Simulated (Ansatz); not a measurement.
Job for Ansatz (a quantum-chemistry and plane-wave program): U-B3LYP/def2-TZVPP on TlO, 2S+1 = 2, a spin state set in the input, which need not be the lowest, a point of a bond scan (R = 2.029 Å). Elements past Kr take the def2 small-core potentials; no spin–orbit coupling.

Ansatz 0.2 input:
```yaml
crystal:
  periodic: [false, false, false]
  atoms:
    - {symbol: O, position_ang: [0.00000000, 0.00000000, 0.00000000]}
    - {symbol: Tl, position_ang: [0.00000000, 0.00000000, 2.02851100]}
basis:
  gaussian:
    orbitals: def2-TZVPP
    pivot_positions_ang: [[0.00000000, 0.00000000, 0.00000000], [0.00000000, 0.00000000, 2.02851100]]
hamiltonian:
  xc: {name: B3LYP}
magnetization: {spin_polarized: true, initial_magnetization: 1}
output: {forces: true, orbitals: {seedname: ./end}}
```

Program output:

```
WARN ansatz: RAYON_NUM_THREADS=1 ignored (pool sized by the plan → 1); use --threads N
Functional definition: B3LYP
integrals: 0.02 GiB planned
597 factors; their error is unknown
mean field: 0.26 GiB planned
mean field evaluation 1: about -6728.5797 eV, gradient 5.6e1 eV
mean field evaluation 2: about -6527.8481 eV, gradient 1.5e2 eV
mean field evaluation 4: about -6741.2551 eV, gradient 1.8e1 eV
mean field evaluation 8: about -6742.3490 eV, gradient 2.3e-1 eV
mean field evaluation 16: about -6742.3969 eV, gradient 2.6e-5 eV
mean field evaluation 32: about -6742.3969 eV, gradient 5.9e-6 eV
mean field -6742.39688122 eV, -247.7785152243 hartree, gradient 5.9e-6 eV, S^2 0.760827; 1 other end points of the search recorded, 0 dependent functions left out
the calculation of the forces begins
reference -6742.39707786 eV, -247.7785224504 hartree; 15, 14 occupied and 66, 67 virtual orbitals, 597 factors
Total energy: -6742.39707786 eV, -247.7785224504 hartree
Atom 0 at     0.000000     0.000000     0.000000 Å, force     0.000000    -0.000000    -0.210689 eV/Å
Atom 1 at     0.000000     0.000000     2.028511 Å, force    -0.000000     0.000000     0.210689 eV/Å
Dipole moment:     0.000000    -0.000000     0.898600 e Å
```

Self-consistency was reached.

Cost: very roughly 6 core-seconds.
